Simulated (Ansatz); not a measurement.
```tsv
atom	x (Å)	y (Å)	z (Å)
O	0.0000	0.0000	-1.8167
C	0.0000	0.0000	-0.5677
S	0.0000	0.0000	1.1212
```

Basis set: 6-31G* (spherical functions). Left uncorrelated: 7 orbitals. Charge 0, multiplicity 1.

Computed with Ansatz (development build ahead of 0.2.0); each method stands on the lowest determinant of its kind that the runs found. Restricted open shells among the atoms or ions are ROHF, correlated in semicanonical orbitals with singles.

The atomization energy at this shape (free ground-state atoms in the same class of orbitals less the molecule, no zero-point energy) of singlet COS:

```
method  atomization energy
   RHF             7.99 eV
```

Task: What does RHF-MP2 give?

Result: 13.56 eV. Caution: the shape is not the minimum.
